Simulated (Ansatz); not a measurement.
Compare A (`N[BH][GeH]([OH])[F]`) with its isomer B (`NB(F)[O][GeH3]`).

Computed with Ansatz on PBE0-D4/def2-TZVP structures; ΔE is electronic, products minus reactants. CBS: MP2 limit from def2 TZ/QZ plus the TZ coupled-cluster correction, frozen cores. DFT in def2-TZVPP. B3LYP here is the variant with VWN-RPA as its local correlation; programs differ in this. For Ge outer-core shells are correlated without core-valence functions, which leaves a few kJ/mol of doubt a bond. Scalar relativity is left out up to krypton. Each species was taken in one conformer, which may not be the lowest.

(1) Which is lower in electronic energy at CCSD(T)/CBS, and by how much? (Estimate.)

(2) Give E(B) − E(A) in kJ/mol with B2PLYP, PBE0-D4, HF/def2-TZVPP, B3LYP, CCSD/def2-TZVPP, r2SCAN-D4, MP2/def2-TZVPP. (An estimate is asked.)

Largest T1 diagnostic: 0.013.

## Answers

(1) Computed: B, by 173.6 kJ/mol.

(2) Computed: B2PLYP -178.9, PBE0-D4 -174.6, HF/def2-TZVPP -211.4, B3LYP -178.4, CCSD/def2-TZVPP -184.0, r2SCAN-D4 -178.9, MP2/def2-TZVPP -178.2. None reverses the order clearly.

In def2-TZVPP, CCSD(T) changes the Hartree–Fock value by +32.3 kJ/mol (the triples alone add +5.0 kJ/mol) and MP2 by +33.2 kJ/mol. From PBE to PBE0 (25 % exact exchange), in def2-TZVPP and without D4, E(B) − E(A) moves by −13.7 kJ/mol.
